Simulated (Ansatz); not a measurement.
`[NH2][In]([NH2])[SH]` and `[NH2][In]([F])[SH]` differ in one atom or group.

Ansatz, PBE0-D4/def2-TZVP geometries, multiplicity 1. Each molecule was computed in one conformer, which needn't be the lowest.

Elements past krypton have def2 core potentials.

| property | `[NH2][In]([NH2])[SH]` |
| --- | --- |
| HOMO–LUMO gap (PBE/def2-TZVPP) / eV | 3.94 |
| LUMO energy (ωB97M-V/def2-TZVPP) / eV | 0.79 |
| HOMO energy (B3LYP/def2-TZVPP) / eV | -6.88 |
| size of the dipole moment (ωB97M-V/def2-TZVPP) / D | 1.58 |
| HOMO–LUMO gap (ωB97M-V/def2-TZVPP) / eV | 10.17 |
| HOMO energy (ωB97M-V/def2-TZVPP) / eV | -9.38 |

Question: Give the same properties after the change, and the shifts. (An estimate is asked.)

Answer: Ansatz gave: 
| property | `[NH2][In]([F])[SH]` | shift |
| --- | --- | --- |
| HOMO–LUMO gap (PBE/def2-TZVPP) / eV | 3.82 | -0.12 |
| LUMO energy (ωB97M-V/def2-TZVPP) / eV | 0.15 | -0.64 |
| HOMO energy (B3LYP/def2-TZVPP) / eV | -7.46 | -0.58 |
| size of the dipole moment (ωB97M-V/def2-TZVPP) / D | 2.46 | 0.88 |
| HOMO–LUMO gap (ωB97M-V/def2-TZVPP) / eV | 10.10 | -0.07 |
| HOMO energy (ωB97M-V/def2-TZVPP) / eV | -9.95 | -0.57 |

With PBE0 the HOMO falls by 0.58 eV and the LUMO falls by 0.74 eV, so the gap narrows by about 0.16 eV. PBE moves the HOMO by -0.62 eV and ωB97M-V by -0.57 eV. Dipoles are sizes alone; their direction can turn.

B3LYP here is the variant with VWN-RPA as its local correlation; programs differ in this.
